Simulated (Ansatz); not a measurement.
Geometry optimisation, Ansatz 0.2.0, RKS PBE0-D4/6-31G*.

The input (input.yaml):

```yaml
crystal:
  periodic: [false, false, false]
  atoms:
    - { symbol: B, position_ang: [0.056561, 0.567325, -0.263932] }
    - { symbol: F, position_ang: [-0.401665, -0.365472, 2.034752] }
    - { symbol: F, position_ang: [1.186047, -0.080445, -0.573357] }
    - { symbol: C, position_ang: [-1.335828, 0.067521, -0.76092] }
    - { symbol: H, position_ang: [-1.476493, -0.992534, -0.525386] }
    - { symbol: H, position_ang: [-2.163527, 0.634314, -0.329079] }
    - { symbol: H, position_ang: [-1.404235, 0.159053, -1.850183] }
    - { symbol: O, position_ang: [0.186842, 1.78093, 0.396547] }
    - { symbol: H, position_ang: [1.121707, 1.972, 0.553988] }
    - { symbol: H, position_ang: [-0.531008, 0.553909, 2.080271] }
basis:
  gaussian: { orbitals: "6-31G*" }
hamiltonian:
  xc: pbe0
  dispersion: d4
relax:
  f_tol: 0.03
  max_steps: 50
output:
  orbitals: {}
```

Run as:

```bash
$ ansatz run input.yaml --threads 2 --pin off --max-ram 3072MiB --backend cpu --events-out ev --progress --plain --runs-dir out
```

Task: Where does it end, and by what steps?

Result: The run converged. The force dipped under the threshold on the way, but the program's further checks kept it going. After 24 steps the energy has fallen by 0.134 eV; F2 moved furthest, 1.53 Å.

```
step  energy less start (eV)  largest force component (eV/Å)  accepted
   0                  0.0000                           0.654       yes
   1                 -0.0314                           1.404       yes
   2                 -0.0513                           0.931       yes
   3                 -0.0688                           0.363       yes
   4                 -0.0701                           0.109       yes
   5                 -0.0747                           0.069       yes
   6                 -0.0760                           0.025       yes
   7                 -0.0773                           0.088       yes
   8                 -0.0781                           0.112       yes
   9                 -0.0791                           0.139       yes
  10                 -0.0794                           0.298       yes
  11                 -0.0822                           0.208       yes
  12                 -0.0857                           0.133       yes
  13                 -0.0902                           0.406       yes
  14                 -0.1026                           0.315       yes
  15                 -0.1191                           0.076       yes
  16                 -0.1280                           0.052       yes
  17                 -0.1155                           0.754        no
  18                 -0.1309                           0.188       yes
  19                 -0.1322                           0.131       yes
  20                 -0.1330                           0.068       yes
  21                 -0.1334                           0.021       yes
  22                 -0.1334                           0.060       yes
  23                 -0.1336                           0.037       yes
  24                 -0.1337                           0.005       yes
```

```xyz
10
Properties=species:S:1:pos:R:3
B 0.186 0.549 -0.508
F -1.462 0.659 2.429
F 1.096 0.651 -1.480
C -1.205 -0.116 -0.721
H -1.092 -1.147 -1.076
H -1.786 -0.118 0.204
H -1.771 0.416 -1.496
O 0.530 1.065 0.715
H 1.416 1.453 0.728
H -0.672 0.885 1.967
```

Time of the run: 51 s on 2 threads of Arm Neoverse V1 (shared host), peak memory 0.15 GiB.
